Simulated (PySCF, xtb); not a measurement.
iminoborane (BH₂N), SMILES B=N.

xtb with GFN2-xTB at its own geometry gives an orbital gap of 7.22 eV and a dipole moment of 0.04 D.

Geometry optimised at B3LYP-D3(BJ)/def2-TZVPD.

Problem. What does PySCF with PBE0/def2-TZVPD give? (The exact figures need the calculation; the answer reports its results.)

Solution. gap 9.01 eV (levels -8.59 and 0.42 eV), dipole 0.06 D.
